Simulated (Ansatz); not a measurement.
Consider the isomerisation: `CC([SiH3])[SiH2]F` → `CC(F)[SiH2][SiH3]`.

Gas-phase electronic energies from Ansatz, PBE0-D4/def2-TZVP geometries. CCSD(T)/CBS is the MP2 limit (def2-TZVPP, def2-QZVPP) plus CCSD(T) − MP2 in def2-TZVPP, frozen cores. One conformer a species, not always the lowest.

```csv
species,CCSD(T)/CBS(def2) energy (Eh)
`CC([SiH3])[SiH2]F`,-759.53999
`CC(F)[SiH2][SiH3]`,-759.45274
```

Q: Work out ΔE.

A: ΔE = (-759.45274) − (-759.53999) = 0.08725 Eh = +54.8 kcal/mol.

Largest T1 diagnostic among the species: 0.012.

The D4 term adds +1.1 kcal/mol with B3LYP and +0.6 kcal/mol with PBE0; it sums over pairs of atoms, weighted by their polarisabilities, and B3LYP, whose exchange is more repulsive, gets the larger term. From PBE to PBE0 (25 % exact exchange), in def2-TZVPP and without D4, ΔE moves by +2.9 kcal/mol.

B3LYP here is the variant with VWN-RPA as its local correlation; programs differ in this.
